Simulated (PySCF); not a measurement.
The dipole of `CC[SiH2][Si@@H](C#N)O[SiH3]` from its density and from atomic charges.

Coordinates (PBE0-D3(BJ)/def2-SVP, Å) and charges (e) from the PBE0/pcSseg-1 density (PySCF):

```csv
atom,x,y,z,Mulliken,IAO,Hirshfeld,ESP-fitted
C1,-2.939,-0.499,-0.438,-0.3079,-0.4020,-0.1104,-0.1415
C2,-2.238,0.056,0.799,-0.5693,-0.5198,-0.1484,-0.1207
Si3,-0.541,-0.707,1.119,+0.2790,+0.4413,+0.2530,+0.2284
Si4,0.820,-0.356,-0.762,+0.8079,+0.8486,+0.3703,+0.3440
C5,0.385,1.374,-1.333,-0.2285,-0.1816,-0.0370,+0.2222
N6,0.048,2.448,-1.617,-0.2072,-0.1970,-0.1958,-0.4054
O7,2.431,-0.411,-0.414,-0.7592,-0.8624,-0.3050,-0.3922
Si8,3.773,0.436,0.093,+0.7200,+0.8502,+0.3955,+0.5392
H9,-2.372,-0.281,-1.358,+0.1349,+0.1341,+0.0375,+0.0370
H10,-3.067,-1.591,-0.382,+0.1253,+0.1359,+0.0399,+0.0451
H11,-3.938,-0.056,-0.567,+0.1327,+0.1475,+0.0456,+0.0581
H12,-2.851,-0.102,1.703,+0.1574,+0.1498,+0.0440,+0.0616
H13,-2.099,1.147,0.709,+0.1688,+0.1551,+0.0425,+0.0582
H14,0.147,-0.069,2.285,-0.0453,-0.0943,-0.0710,-0.0877
H15,-0.641,-2.180,1.374,-0.0416,-0.1004,-0.0743,-0.0743
H16,0.539,-1.237,-1.928,-0.0504,-0.1083,-0.0641,-0.0652
H17,4.577,-0.456,0.974,-0.1084,-0.1287,-0.0736,-0.1026
H18,3.351,1.650,0.853,-0.1050,-0.1360,-0.0755,-0.1054
H19,4.584,0.841,-1.090,-0.1031,-0.1322,-0.0730,-0.0987
```

Compute μ = Σ q r for each scheme (1 e·Å = 4.803 D) and compare with the dipole of the full density.

The full density gives (-0.16, -2.41, 1.53) D, 2.86 D in size; dipole vectors point from the negative to the positive end.

```
    scheme     μx     μy    μz  size (D)  share of the full size (%)  angle to the full dipole (°)
  Mulliken   0.51  -3.27  1.60      3.67                         129                            13
       IAO   0.51  -2.24  1.97      3.03                         106                            16
 Hirshfeld   0.11  -2.09  1.32      2.48                          87                             6
ESP-fitted  -0.18  -2.39  1.53      2.84                          99                             0
```

Which set comes closest?

Length of the difference vector: ESP-fitted 0.03 D, Hirshfeld 0.47 D, IAO 0.82 D, Mulliken 1.09 D. Closest: ESP-fitted. 

What is left for the Hirshfeld atoms' own dipoles?

The Hirshfeld atoms' densities add up to the full density, so μ = Σ q r + Σ (atomic dipoles). The atomic dipoles sum to (-0.16, -2.41, 1.53) − (0.11, -2.09, 1.32) = (-0.27, -0.32, 0.21) D, 0.47 D in size.

With the origin at the mean of the coordinates, (-0.002, 0.000, 0.001) Å, which are the largest single terms, by size, of the Hirshfeld dipole along the direction of the full one?

N6 +2.76, Si3 +1.49, Si8 -1.00, H15 -0.93, H19 +0.54 D; all 19 atoms together +2.46 D. The single terms depend on the origin, their sum doesn't.

Give the size of the full dipole in other units.

2.86 D = 1.124 au = 0.595 e·Å = 9.53 × 10⁻³⁰ C·m.

One conformer (not necessarily the lowest) at the PBE0-D3(BJ)/def2-SVP geometry, without solvent, vibrations or thermal averaging.

The run behind these numbers computed NMR shieldings as well. On one thread of an Arm Neoverse N1, no GPU, shared host, this took 79 s wall and 0.97 GiB of memory at its peak.

The values belong to the conformer `[CH3:1][CH2:2][SiH2:3][Si@@H:4]([C:5]#[N:6])[O:7][SiH3:8]`: C1–C2–Si3–Si4 58°, C2–Si3–Si4–C5 39°, Si3–Si4–O7–Si8 -87°.
